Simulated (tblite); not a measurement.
Compound: C8H11P2 (charge -1).
Structure used (GFN2-xTB), in Å, numbered top down from 1:
```xyz
21
C8H11P2 angstrom
C     -2.8098   -2.0355   -0.6031
C     -2.5132   -0.7598   -0.3518
C     -1.2113   -0.2508   -0.0030
P      0.1742   -1.3273    0.2387
C      1.2784   -0.0478    0.6126
C      2.7307   -0.3289    0.8880
C      3.5449   -0.3403   -0.4048
P      0.6627    1.5842    0.5968
C     -0.9649    1.1071    0.1727
C     -2.0259    2.1639    0.0107
H     -2.0478   -2.7968   -0.5575
H     -3.8101   -2.3556   -0.8565
H     -3.3101   -0.0231   -0.4124
H      2.8288   -1.3027    1.3802
H      3.1335    0.4375    1.5594
H      4.5979   -0.5528   -0.2084
H      3.1488   -1.0997   -1.0774
H      3.4646    0.6276   -0.8972
H     -2.8450    2.0158    0.7196
H     -2.4440    2.1552   -0.9993
H     -1.5913    3.1468    0.1924
```

All values are computed: GFN2-xTB (tblite) harmonic vibrations without scaling, gas phase. The method is semi-empirical: single wavenumbers can be off by several per cent or more. One conformer, not necessarily the lowest.

Harmonic wavenumbers (cm⁻¹): 29.8, 62.3, 91.3, 133.1, 166.6, 182.9, 206.9, 215.1, 270.6, 298.8, 313.0, 388.5, 417.9, 450.7, 482.9, 488.8, 597.9, 641.1, 656.1, 792.9, 805.5, 834.0, 943.0, 970.1, 992.4, 996.2, 1013.9, 1035.3, 1072.2, 1148.0, 1154.9, 1198.4, 1242.4, 1260.8, 1307.2, 1313.7, 1384.3, 1392.9, 1393.6, 1428.9, 1477.2, 1497.2, 1500.2, 1506.1, 1509.5, 1640.5, 2910.2, 2926.9, 2934.0, 2950.2, 2965.1, 2994.1, 2998.7, 3012.3, 3017.6, 3052.5, 3098.4.

A = 1539, B = 757.7, C = 535.5 MHz; mass 169.034 u (most abundant isotopes); point group C1, symmetry number 1.

Problem. Zero-point energy?

Solution. ½Σν̃ = 35883 cm⁻¹ = 102.59 kcal/mol.

Problem. Entropy at 350 K, 1 bar (ideal gas, RRHO, classical rotation)?

Solution. Translation 42.11, rotation 31.10, vibration 43.23: S = 116.4 cal/(mol K).

Problem. And Cp and H(350 K) − H(0)?

Solution. Cp = 50.27 cal/(mol K), of which vibrations give 42.32 (their classical limit is 57 R = 113.3); H(350 K) − H(0) = 10.55 kcal/mol without the zero-point energy, 7.77 from vibrations.

Problem. What must be added to the electronic energy to get the Gibbs energy at 350 K and 1 bar?

Solution. ZPE + [H(350 K) − H(0)] − T·S = 102.59 + 10.55 − 40.75 = 72.39 kcal/mol.

Problem. Blend soft modes into free rotors: weight 1/[1 + (100 cm⁻¹/ν̃)⁴] for the oscillator and the rest for a rotor with moment μB/(μ + B), μ = h/(8π²ν), B = 10⁻⁴⁴ kg m². What vibrational entropy results?

Solution. 39.60 cal/(mol K) in place of 43.23, which changes −T·S at 350 K by +1.27 kcal/mol.

Problem. How do the functions run with temperature in this model?

Solution. 
| T (K) | S (cal/(mol K)) | Cp (cal/(mol K)) | H − H(0) (kcal/mol) | G − H(0) (kcal/mol) | ln q(vib) |
| --- | --- | --- | --- | --- | --- |
| 150 | 84.4 | 28.1 | 2.69 | -9.98 | 4.03 |
| 250 | 101.4 | 39.3 | 6.06 | -19.30 | 7.35 |
| 298.15 | 108.8 | 44.7 | 8.09 | -24.36 | 8.92 |
| 400 | 123.5 | 55.4 | 13.19 | -36.20 | 12.17 |
| 600 | 149.3 | 72.2 | 26.05 | -63.54 | 18.30 |
| 900 | 181.9 | 88.3 | 50.33 | -113.40 | 26.79 |

q(vib) and H(0) count from the zero-point level.

Hindered rotation and anharmonicity are outside this model. Other conformers, if any are populated, would add a mixing term that is left out. The structure is chiral; the term R ln 2 for an equal mix with its mirror image is left out.

On an Arm Neoverse V1 with one thread, shared host with 32 logical CPUs at a one-minute load of 11, this took 1.1 s wall. This covers the Hessian and the dipole derivatives.
